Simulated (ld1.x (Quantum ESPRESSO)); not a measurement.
## An all-electron radial function and its pseudo partner (Eu)

Columns: radius, all-electron u(r) and pseudo u(r) of the 5d shell (level -7.37 eV) of europium in the configuration [Kr] 4d10 4f7 5s2 5p6 5d0 6s1 6p0; LDA (PZ), scalar-relativistic, RRKJ scheme, ld1.x (Quantum ESPRESSO) 7.5.

| r (bohr) | all-electron | pseudo |
| --- | --- | --- |
| 0.115 | 0.1546 | 0.0006 |
| 0.230 | 0.0665 | 0.0045 |
| 0.345 | -0.1462 | 0.0150 |
| 0.460 | -0.2509 | 0.0346 |
| 0.575 | -0.2311 | 0.0652 |
| 0.690 | -0.1367 | 0.1076 |
| 0.805 | -0.0125 | 0.1612 |
| 0.920 | 0.1146 | 0.2238 |
| 1.035 | 0.2310 | 0.2921 |
| 1.150 | 0.3310 | 0.3619 |
| 1.265 | 0.4134 | 0.4285 |
| 1.380 | 0.4791 | 0.4879 |
| 1.495 | 0.5297 | 0.5368 |
| 1.610 | 0.5673 | 0.5740 |
| 1.725 | 0.5940 | 0.5996 |
| 1.840 | 0.6114 | 0.6151 |
| 1.955 | 0.6214 | 0.6229 |
| 2.070 | 0.6250 | 0.6253 |
| 2.185 | 0.6237 | 0.6237 |
| 2.300 | 0.6182 | 0.6182 |
| 2.415 | 0.6094 | 0.6094 |
| 2.530 | 0.5981 | 0.5981 |
| 2.645 | 0.5847 | 0.5847 |
| 2.760 | 0.5698 | 0.5698 |
| 2.875 | 0.5537 | 0.5537 |
| 2.990 | 0.5367 | 0.5367 |

Q: How many radial nodes do the two functions have?

A: The all-electron 5d function has n − l − 1 = 2; the pseudo-wave has 0, since the states of the same l below it are removed with the core.

Q: At about which radius was the pseudo-wave matched?

A: 2.20 bohr. The columns agree to 0.0005 from 2.07 bohr on; several derivatives are matched, so the curves merge somewhat inside the radius.

Q: Is the pseudo-wave norm-conserving?

A: Yes: the RRKJ scheme keeps the norm inside the radius equal to the all-electron one, which fixes the energy derivative of the logarithmic derivative at the level.
